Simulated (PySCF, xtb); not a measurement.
C4H7BO, SMILES C#CB(O)CC. One conformer was computed; it need not be the lowest.

Harmonic wavenumbers (cm⁻¹) from GFN2-xTB run with xtb at its own minimum, in rising order: 30, 107, 167, 214, 234, 347, 443, 520, 644, 653, 679, 701, 769, 911, 984, 1009, 1083, 1168, 1233, 1269, 1331, 1414, 1477, 1508, 1512, 2211, 2948, 2991, 3018, 3031, 3038, 3356, 3603.

Question: What does B3LYP-D3(BJ)/def2-SVP run with PySCF 2.14.0 give at its own minimum? (The exact figures need the calculation; the answer reports its results.)

Answer: 36, 126, 182, 235, 260, 375, 487, 574, 647, 670, 709, 760, 767, 932, 981, 1012, 1058, 1209, 1249, 1295, 1400, 1409, 1423, 1477, 1480, 2167, 2991, 3026, 3064, 3100, 3110, 3458, 3831. Paired by order, the mean absolute difference is 39 cm⁻¹ and the zero-point energies are 63.8 and 65.0 kcal/mol.
